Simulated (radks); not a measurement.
All-electron atom: Sm in [Kr] 4d10 4f6 5s2 5p5 6s2 5f1 (not the ground configuration).

Calculated with a radial shooting solver on a logarithmic mesh with Libxc functionals: scalar-relativistic Kohn-Sham, LDA (Slater exchange, Perdew-Wang correlation), spin-unpolarised, spherical densities, finite nucleus; Fermi nuclear charge, rms radius 5.0819 fm.

Energy parts (eV):
total: -283496.69
kinetic: 302928.05
electron-nucleus: -689774.10
Hartree: 109544.14
exchange-correlation: -6194.78

Orbitals (lengths in bohr, moments of r in powers of bohr; r(90%) holds 90 % of the orbital's charge):
orbital,occ.,eigenvalue (eV),r(90%),<r^4>,<r^2>
1s,2,-46636.82,0.0411,1.321e-06,0.0007059
2s,2,-7630.002,0.150,0.0002126,0.01112
2p,6,-6811.222,0.139,0.0001574,0.008922
3s,2,-1678.119,0.374,0.008364,0.07443
3p,6,-1422.053,0.379,0.008737,0.07447
3d,10,-1074.317,0.360,0.007042,0.06280
4s,2,-340.2176,0.833,0.2096,0.3793
4p,6,-256.0237,0.894,0.2755,0.4287
4d,10,-137.8180,1.01,0.4478,0.5234
4f,6,-11.6348,1.68,4.593,1.247
5s,2,-52.2567,2.01,7.062,2.186
5p,5,-31.7394,2.37,13.77,2.990
5d,0,-8.1117,3.92,101.1,7.503
5f,1,-0.4226,23.4,125500,295.4
6s,2,-8.2286,5.25,327.7,14.89
6p,0,-4.5598,6.69,872.9,23.90

The highest occupied level is 5f at -0.423 eV. The configuration is held as typed, so some empty levels lie below it. The density falls to 0.001 e/bohr^3 at r = 4.94 bohr. Summed over all electrons, <r^2> = 361.8 bohr^2, which gives a Langevin (diamagnetic) susceptibility term of -287 x 10^-6 cm^3/mol.
